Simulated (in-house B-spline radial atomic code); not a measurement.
**Ionising Ru3+ with different functionals**

Computed with an all-electron radial atomic-structure program (B-spline basis): scalar-relativistic (spin-free X2C) Hamiltonian, Fermi nucleus of rms radius 4.4809 fm, spin-polarised at highest spin, spherical fractional occupations for the functionals, and exact exchange of hybrids averaged over the configuration. The ionisation energy is the difference of two self-consistent energies, [Kr] 4d5 → [Kr] 4d4, without Breit or QED terms; ε is the level of the shell that loses the electron (its least bound occupied spin orbital). There is no spin-orbit coupling in this Hamiltonian.

```tsv
method	rung	ΔSCF (eV)	-ε(4d) (eV)
PBE0	global hybrid	46.05	40.94
B3LYP	global hybrid	45.90	40.37
TPSSh	global hybrid	46.00	39.68
BHandHLYP	global hybrid	45.74	42.64
r2SCAN0	global hybrid	46.35	41.28
B97-1	global hybrid	?	?
HSE06	range-separated hybrid	46.03	40.50
wB97X	range-separated hybrid	45.57	43.12
CAM-B3LYP	range-separated hybrid	?	?
LC-wPBE	range-separated hybrid	45.92	43.74
```

Question: What does B97-1 give?

Answer: ΔSCF 45.74 eV, and -ε(4d) = 40.30 eV.

Question: What does CAM-B3LYP give?

Answer: ΔSCF 45.83 eV, and -ε(4d) = 42.21 eV.

Question: Among the functionals, which spreads more, the ΔSCF values or the orbital energies?

Answer: The orbital energies: ΔSCF values span about 0.78 eV and the orbital energies 4.06 eV; here energy differences depend much less on the functional than eigenvalues do.

Question: How do they compare with the NIST value?

Answer: NIST lists 45 eV ± 1.7 (tabulated theory, ground level to ground level). Errors run from +0.57 to +1.35 eV; all lie within about twice that uncertainty, so the table can't rank the methods.
